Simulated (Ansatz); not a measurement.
Input for Ansatz (an electronic-structure program): R-PBE/def2-TZVPP on H2Mg (SMILES [MgH2]), a point of a bond scan (R = 1.700 Å).

Ansatz 0.2 input:
```yaml
crystal:
  periodic: [false, false, false]
  atoms:
    - {symbol: Mg, position_ang: [0.00000000, 0.00000000, 0.00000000]}
    - {symbol: H, position_ang: [-0.00000000, -0.00000000, -1.69978284]}
    - {symbol: H, position_ang: [0.00000000, 0.00000000, 1.69978284]}
basis:
  gaussian:
    orbitals: def2-TZVPP
    pivot_positions_ang: [[0.00000000, 0.00000000, 0.00000000], [-0.00000000, -0.00000000, -1.69978284], [0.00000000, 0.00000000, 1.69978284]]
hamiltonian:
  xc: {name: PBE}
scf: {lower_state_search: off}
output: {orbitals: {seedname: ./end}}
```

Output:

```
WARN ansatz: RAYON_NUM_THREADS=2 ignored (pool sized by the plan → 2); use --threads N
Functional definition: PBE
these checks for a lower state are left out or cut short: stability, starts, cluster_reference, orbital_swaps, neighbouring_geometries, increment
integrals: 0.01 GiB planned
406 factors; their error is unknown
mean field: 0.11 GiB planned
mean field evaluation 1: about -5470.6421 eV, gradient 1.9e1 eV
mean field evaluation 2: about -5471.2863 eV, gradient 1.4e1 eV
mean field evaluation 4: about -5472.2625 eV, gradient 2.9e-1 eV
mean field evaluation 8: about -5472.2563 eV, gradient 1.6e-3 eV
mean field -5472.25625770 eV, -201.1017082421 hartree, gradient 1.6e-6 eV, S^2 0.000000; 0 other end points of the search recorded, 0 dependent functions left out
reference -5472.25630222 eV, -201.1017098780 hartree; 7, 7 occupied and 53, 53 virtual orbitals, 406 factors
Total energy: -5472.25630222 eV, -201.1017098780 hartree
Checks for a lower state left out: stability, starts, cluster_reference, orbital_swaps, neighbouring_geometries, increment
```

The run converged.

Cost: around 0.5 core-seconds (rough).
